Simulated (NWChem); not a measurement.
System: SiH4TeSO; SMILES S[Te]O[SiH3]

```xyz
8

Te     0.4878    -0.5783     0.1103
S     -1.7635    -1.3560    -0.0344
H     -1.7142    -1.8329    -1.3009
O      0.3240     1.2469    -0.6887
Si    -0.3019     2.5650     0.1367
H     -1.7322     2.3438     0.5097
H     -0.1983     3.7296    -0.7882
H      0.4789     2.8397     1.3832
```
Atoms are numbered in this order, from 1.

Level: PBE0/def2-SVP with def2 effective core potentials on Te (NWChem), optimised geometry, unscaled harmonic frequencies. def2 effective core potentials on Te; no spin-orbit coupling.

Question: List the harmonic frequencies with IR intensities, and the thermochemistry.

Answer: 
```
frequency (cm⁻¹)  IR intensity (km/mol)
----------------  ---------------------
47                                  0.8
75                                  0.3
133                                 1.6
181                                 5.2
364                                27.3
368                                16.6
492                                22.7
712                                43.7
725                                50.8
774                                 3.4
901                               421.7
937                                74.7
949                               114.3
981                               208.4
2224                              121.3
2234                               81.8
2256                              132.7
2688                                0.3
```

```json
{
 "zero_point_energy": "24.3 kcal/mol",
 "thermal correction to the enthalpy at 298.15 K (with zero-point energy)": "29.4 kcal/mol",
 "heat capacity Cv": "22.1 cal/(mol K)",
 "entropy at 298.15 K and 1 atm (symmetry number 1)": "88.8 cal/(mol K)"
}
```

Rigid rotor and harmonic oscillator; modes under 100 cm⁻¹ make the entropy uncertain.
